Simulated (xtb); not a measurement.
CH₃Br₂Sb, SMILES [CH3][Sb]([Br])[Br]. All values are semi-empirical tight-binding results from xtb (GFN2-xTB unless named), good for trends rather than for accurate numbers. The structure is a stationary point at GFN2-xTB. The structure was generated by enumeration; whether it is a known compound was not checked.

Optimised geometry:

```xyz
7

Sb    -0.3591     0.0927     0.8387
Br     0.0563    -1.9799    -0.5779
Br     1.0474     1.6869    -0.5593
C     -2.1569     0.5865    -0.2706
H     -2.9484    -0.0974     0.0135
H     -1.9700     0.5055    -1.3369
H     -2.4542     1.6007    -0.0289
```
Charge 0, spin multiplicity 1.

For metal compounds this method's bond lengths and energies can be far off.

```json
{
  "orbital_gap": "3.92 eV",
  "zero_point_energy": "23.2 kcal/mol",
  "G − E(el) at 298.15 K (modified RRHO)": "1.1 kcal/mol"
}
```

Computed atomic charges and the Wiberg bond orders between heavy atoms:
charges (e) Sb1 0.41, Br2 -0.19, Br3 -0.19, C4 -0.16, H5 0.03, H6 0.07, H7 0.04. Bond orders Sb1–Br2 1.16, Sb1–Br3 1.16, Sb1–C4 1.00.
